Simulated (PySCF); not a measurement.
# LaSi: energy against distance

Set-up: La x2c-SVPall, Si x2c-SVPall; spin-free X2C with a Gaussian nucleus (PySCF 2.14). Energies in eV from La (5d1 6s2) + Si in their ground configurations at the same level. State: quartet, about 0.0 electrons in the 4f shell (Mulliken).

All columns are MN15. A positive dipole means La(−)Si(+).

| R (Å) | E (eV) | μ (D) | Mulliken charge on La (basis-dependent) | HOMO (eV) | LUMO (eV) | Mayer bond order | ⟨S²⟩ |
| --- | --- | --- | --- | --- | --- | --- | --- |
| 2.229 | -1.466 | -2.87 | -0.19 | -4.40 | -2.28 | 2.50 | 3.76 |
| 2.333 | -2.003 | -3.37 | -0.15 | -4.48 | -2.12 | 2.43 | 3.77 |
| 2.437 | -2.298 | -3.79 | -0.11 | -4.53 | -1.98 | 2.37 | 3.78 |
| 2.514 | -2.401 | -4.06 | -0.08 | -4.57 | -1.89 | 2.32 | 3.79 |
| 2.592 | -2.428 | -4.28 | -0.06 | -4.53 | -1.82 | 2.26 | 3.82 |
| 2.670 | -2.400 | -4.46 | -0.03 | -4.45 | -1.88 | 2.19 | 3.88 |
| 2.773 | -2.306 | -4.61 | 0.00 | -4.40 | -1.98 | 2.05 | 3.99 |
| 2.903 | -2.138 | -4.77 | 0.04 | -4.40 | -2.08 | 1.84 | 4.15 |
| 3.059 | -1.903 | -5.00 | 0.09 | -4.46 | -2.16 | 1.63 | 4.32 |
| 3.266 | -1.569 | -5.44 | 0.14 | -4.55 | -2.25 | 1.43 | 4.47 |

A fit through these points gives, at Re = 2.587 Å, μ = -4.27 D and dμ/dR = -2.60 D/Å; the reduced mass is 23.29 u.

Task: How strong is the fundamental in the double-harmonic approximation, I = 42.26·(dμ/dR)²/μred km/mol?

Result: I = 42.26·(-2.60)²/23.29 = 12.3 km/mol at MN15.

⟨S²⟩ of the unrestricted solution departs from its pure value on part of the curve, where spin states mix. These are scalar-relativistic numbers at best; spin–orbit coupling would shift them, the dissociation energy most. The state is the lowest single determinant that the PBE0 search found; with open d or f shells the true ground state can be another one.
